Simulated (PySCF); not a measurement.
silicon monosulfide (SSi), SMILES [Si]=S (connectivity only; charge and spin as stated), neutral, multiplicity 1. Heavy atoms are numbered as in [Si:1]=[S:2].

Coordinates come from a PBE-D3(BJ)/def2-TZVPD optimisation.

Level of theory: B3LYP/pcSseg-2 (PySCF).

GIAO shieldings, no solvent; atoms alike by connectivity are averaged. δ = σ(ref) − σ: ²⁹Si against TMS (σ = 325.2 ppm); ³³S against H2S (σ = 688.9 ppm), references at their B3LYP-D3(BJ)/def2-TZVP geometries, non-relativistic.

| nucleus | atoms | count | δ (ppm) |
|---|---|---|---|
| ²⁹Si | Si1 | 1 | 416.7 |
| ³³S | S2 | 1 | 864.9 |
